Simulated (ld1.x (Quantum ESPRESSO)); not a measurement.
# nitrogen (N), PAW: configuration errors across variants

```
Element                 : N
Generator               : ld1.x (Quantum ESPRESSO) 7.5
Type                    : PAW
Functional              : PBE
Relativity              : scalar-relativistic
Frozen core             : [He]
Valence charge          : 5
Reference configuration : 2s2 2p3
Partial waves           : 2s (bound): rcut 0.55, rcutus 0.75 bohr; 2s channel at 0.1 Ry: rcut 0.55, rcutus 0.75 bohr; 2p (bound): rcut 1.85, rcutus 2.00 bohr; 2p channel at 0.65 Ry: rcut 1.85, rcutus 2.00 bohr
Local potential         : all-electron potential smoothed inside 1.55 bohr (lloc = -1)
Core correction         : Bessel-smoothed model core, default radius (core density twice the valence density)
Augmentation charge     : PSQ, radius 0.55 bohr
```

All-electron excitation energies from the reference (eV): (1) 2s2 2p2 13.591; (2) 2s2 2p1 42.445; (3) 2s2 2p0 89.528; (4) 2s1 2p4 11.508; (5) 2s2 2p2.5 5.093; (6) 2s1 2p3 25.372; (7) 2s1 2p0 167.346.

The default core radius of the base comes out at 0.41 bohr.

Errors AE − PS in meV (a dash: test not solved or not reliable):

| change | (1) | (2) | (3) | (4) | (5) | (6) | (7) | bound ghosts |
| --- | --- | --- | --- | --- | --- | --- | --- | --- |
| base | -3.1 | -16 | -4.7 | -0.6 | -0.6 | -4.8 | -23 | none |
| core correction Bessel-smoothed model core inside 0.40 bohr | -3.1 | -16 | -4.7 | -0.6 | -0.6 | -4.8 | -23 | none |
| core correction Bessel-smoothed model core inside 0.48 bohr | -3.1 | -16 | -4.5 | -0.6 | -0.6 | -4.8 | -22 | none |
| core correction Bessel-smoothed model core inside 0.60 bohr | -3.1 | -16 | -2.4 | -0.6 | -0.6 | -4.8 | -18 | none |
| core correction Bessel-smoothed model core inside 0.72 bohr | -3.1 | -16 | -3.3 | -0.5 | -0.6 | -4.7 | -15 | none |
| core correction Bessel-smoothed model core inside 0.90 bohr | -3.1 | -16 | -2.3 | -0.4 | -0.6 | -4.5 | -22 | none |

Q: Give the same row for: core correction a·sin(br)/r model core, default radius (ld1.x builds one for every PAW set, though the input has nlcc=.false.).

A: -3.1, -16, -1.0, -0.4, -0.6, -4.4, -19; bound ghosts: none.
